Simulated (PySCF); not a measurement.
# How methods differ on the ionisation energy of Sn²⁺

Sn²⁺ [Kr] 4d10 5s2 (1S) → Sn³⁺ [Kr] 4d10 5s1 (2S), as a difference of total energies. Computed with PySCF 2.14 in x2c-TZVPPall (8s6p4d2f, 60 functions), with the spin-free X2C one-electron Hamiltonian (Gaussian nucleus). Correlated levels: valence and next inner shell: [Ar] 3d10 frozen. The calculations carry no spin-orbit coupling.

Question: Order these methods by the ionisation energy they give, lowest first.
A. CCSD (valence and next inner shell)
B. UHF
C. MP2 (valence and next inner shell)
D. CCSD(T) (valence and next inner shell)

Answer: B (28.541 eV), A (30.235 eV), D (30.316 eV), C (30.384 eV).

Errors of the correlated levels include the incompleteness of this basis and the frozen core.

For comparison: 30.506 eV (measured; NIST Atomic Spectra Database, ionization energies).
